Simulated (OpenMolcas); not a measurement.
## Be⁺: thermal populations, worked from levels

```yaml
Program: OpenMolcas
Basis: ANO-RCC-VDZP [3s2p1d]
Scalar_Hamiltonian: DKH2, point nucleus
Active_space: 1 electron in 4 orbitals (2s 2p)
State_averaging: 2S+1 = 2 even, 1 root; 2S+1 = 2 odd, 3 roots
Spin-orbit_coupling: RASSI with atomic mean-field integrals over the reference wave functions, term energies averaged over their components
```

Methods: CASSCF; SS-CASPT2, IPEA 0.25 Eh, imaginary shift 0.1 Eh (closed shells correlated: 1s). Measured levels: NIST Handbook of Basic Atomic Spectroscopic Data.

**Thermal populations.** Z = Σ (2J + 1) exp(-E/kT) with k = 0.695035 cm-1/K, over the levels below. No other level of either list lies under 88200 cm-1, which is above 7 kT at each temperature.

```
     Level  2J + 1  SS-CASPT2  measured
 2s ²S_1/2       2        0.0       0.0
2p ²P°_1/2       2      32789     31929
2p ²P°_3/2       4      32794     31935
```

```
T (K)  Z, SS-CASPT2  Z, measured levels  Ground level (%), SS-CASPT2  Ground level (%), measured levels
12000         2.118               2.130                         94.4                               93.9
```

At 12000 K, kT = 8340 cm-1, and the computed levels give Z = 2.000 + 0.039 + 0.078 = 2.118.

ANO sets are built for ground and valence states and can reach diffuse excited orbitals poorly. With one active electron the reference holds no correlation, so core polarisation is missing (holds for CASSCF). With one active electron, CASPT2 adds the correlation within the correlated inactive shells and between them and that electron, and leaves the splitting within a term as the reference gives it (holds for SS-CASPT2). Computed and measured levels are paired by configuration, term and J; levels that our copy of the source lacks, or whose pairing is in doubt (as where it misses far off the trend of its configuration), stay unpaired and out of the deviations. Only configurations of the active space appear.

° marks odd parity.
